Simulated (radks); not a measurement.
Polarisability of neutral platinum, [Xe] 4f14 5d9 6s1, at imaginary frequency. Calculated with a radial shooting solver on a logarithmic mesh with Libxc functionals: scalar-relativistic Kohn-Sham, exchange-only LDA, spin-unpolarised, spherical densities, finite nucleus; Fermi nuclear charge, rms radius 5.427 fm. Response by self-consistent Sternheimer equations with the Hartree and adiabatic exchange-only LDA kernel, the relativistic mass of each level held fixed and spin-orbit coupling left out.

w (hartree),alpha1(iw) (bohr^3)
0.00266,41.57
0.0143,41.43
0.0360,40.65
0.0697,38.39
0.118,33.94
0.186,27.68
0.280,21.08
0.413,15.33
0.605,10.75
0.892,7.208
1.35,4.501
2.12,2.515
3.59,1.188
6.94,0.4383
17.5,0.1052

Static values: alpha1 = 41.58 bohr^3 (6.161 angstrom^3; uncoupled 81.04). C6 = 406.5, triple-dipole C9 = 11280 atomic units. One-pole (London) frequency 4 C6 / (3 alpha1^2) = 0.314 hartree, against 0.182 for minus the highest occupied eigenvalue. Recommended static value: 48 bohr^3 (Schwerdtfeger and Nagle, 2023 table).

Beside tabulated values, note that spin-unpolarised runs miss the spin-polarisation part of the exchange energy of open shells.
